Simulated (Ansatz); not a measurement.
# Molecular dynamics of Ba16Cu

Input file:

```yaml
crystal:
  lattice:
    - [10.04, 0.0, 0.0]
    - [0.0, 10.04, 0.0]
    - [0.0, 0.0, 10.04]
  atoms:
    - { symbol: Ba, position: [0.00346526, -0.02712405, 0.01663776] }
    - { symbol: Ba, position: [0.48419921, -0.01013979, 0.02734905] }
    - { symbol: Ba, position: [0.04105182, 0.51302268, -0.00169266] }
    - { symbol: Ba, position: [-0.00208612, -0.01434431, 0.50209531] }
    - { symbol: Ba, position: [0.27156181, 0.22831039, 0.29311245] }
    - { symbol: Ba, position: [0.44493067, 0.48307374, 0.05121757] }
    - { symbol: Ba, position: [0.50442404, -0.04036141, 0.50342292] }
    - { symbol: Ba, position: [0.76076877, 0.24363374, 0.26714414] }
    - { symbol: Ba, position: [-0.01053316, 0.47359801, 0.51537968] }
    - { symbol: Ba, position: [0.22749722, 0.73596289, 0.27646063] }
    - { symbol: Ba, position: [0.27694844, 0.21721755, 0.73042423] }
    - { symbol: Ba, position: [0.47425705, 0.50032714, 0.48711485] }
    - { symbol: Ba, position: [0.7559198, 0.72540036, 0.23906387] }
    - { symbol: Ba, position: [0.78475956, 0.24093408, 0.75763967] }
    - { symbol: Ba, position: [0.30357937, 0.75185684, 0.76543941] }
    - { symbol: Ba, position: [0.76343715, 0.73635471, 0.75850835] }
    - { symbol: Cu, position: [0.23795034, 0.16430548, 0.03532725] }
basis:
  ecutwfc: 420.0
kpoints:
  mp_grid: { grid: [1, 1, 1] }
hamiltonian:
  xc: lda
scf:
  occupations: { method: fermi_dirac, width: 0.15 }
  lower_state_search: "off"
md:
  timestep: 3
  n_steps: 240
  ensemble: nvt_langevin
  temperature: 840.0
  initial_velocities: maxwell_boltzmann
  seed: 266942
  friction: 0.02
```

Command:

```bash
$ ansatz run input.yaml --threads 2 --pin off --max-ram 5120MiB --backend cpu --events-out ev --progress --plain --runs-dir out
```

It goes on from the last frame of an earlier run, with new velocities.

Output, in part (step lines):

```
md step     0: t =     0.00 fs  T =   790.6 K  F+E_penalty+E_count = -99030.80232922 eV  E_kin = 1.737254 eV  (10 SCF iters)
md step     1: t =     3.00 fs  T =   840.3 K  F+E_penalty+E_count = -99030.78519778 eV  E_kin = 1.846457 eV  (9 SCF iters)
md step     2: t =     6.00 fs  T =   827.2 K  F+E_penalty+E_count = -99030.76752032 eV  E_kin = 1.817735 eV  (9 SCF iters)
md step     3: t =     9.00 fs  T =   807.9 K  F+E_penalty+E_count = -99030.75752760 eV  E_kin = 1.775277 eV  (9 SCF iters)
md step     4: t =    12.00 fs  T =   730.9 K  F+E_penalty+E_count = -99030.74925130 eV  E_kin = 1.606175 eV  (9 SCF iters)
md step     5: t =    15.00 fs  T =   726.8 K  F+E_penalty+E_count = -99030.74036640 eV  E_kin = 1.597073 eV  (6 SCF iters)
md step     6: t =    18.00 fs  T =   825.4 K  F+E_penalty+E_count = -99030.73635896 eV  E_kin = 1.813775 eV  (7 SCF iters)
md step     7: t =    21.00 fs  T =   790.2 K  F+E_penalty+E_count = -99030.73319290 eV  E_kin = 1.736311 eV  (7 SCF iters)
[... lines left out ...]
md step   240: t =   720.00 fs  T =   655.2 K  F+E_penalty+E_count = -99030.26353963 eV  E_kin = 1.439723 eV  (7 SCF iters)
```

The steps, from the saved trajectory:

```tsv
time (fs)	T (K)	potential energy less start (eV)
0.0	791	0.000
24.0	810	0.078
48.0	774	0.244
72.0	1025	0.393
96.0	794	0.620
120.0	617	0.669
144.0	602	0.625
168.0	765	0.626
192.0	946	0.538
216.0	925	0.526
240.0	752	0.672
264.0	902	0.723
288.0	779	0.780
312.0	733	0.674
336.0	743	0.364
360.0	790	0.136
384.0	722	0.007
408.0	721	0.036
432.0	817	0.023
456.0	649	0.108
480.0	962	0.071
504.0	864	0.031
528.0	561	0.060
552.0	822	0.040
576.0	681	0.109
600.0	836	0.143
624.0	953	0.358
648.0	654	0.747
672.0	783	0.921
696.0	705	0.760
720.0	655	0.539
```

All steps were run. A run of 0.72 ps of so small a system gives no equilibrium averages. Limits of this set-up: coarse k mesh.

Mean squared displacements from the first frame to the last, about the centre of mass: Ba 0.22 Å², Cu 0.16 Å².

Last frame:

```xyz
17
Lattice="10.0400 0.0000 0.0000 0.0000 10.0400 0.0000 0.0000 0.0000 10.0400" Properties=species:S:1:pos:R:3
Ba 0.293 -0.110 0.621
Ba 5.191 0.129 -0.066
Ba 0.792 4.642 0.473
Ba 0.091 -0.001 5.469
Ba 2.614 1.760 2.785
Ba 5.084 5.003 0.329
Ba 5.367 -0.248 5.253
Ba 7.453 2.474 2.929
Ba 0.042 4.934 5.223
Ba 2.685 7.714 2.740
Ba 3.136 2.381 7.501
Ba 5.164 5.578 4.821
Ba 7.726 7.397 2.618
Ba 7.575 2.112 7.745
Ba 2.614 7.689 7.313
Ba 7.832 7.673 7.692
Cu 2.324 2.019 0.244
```

Time of the run: 14 min on 2 threads of Arm Neoverse V2, on a shared host, peak memory 0.75 GiB.
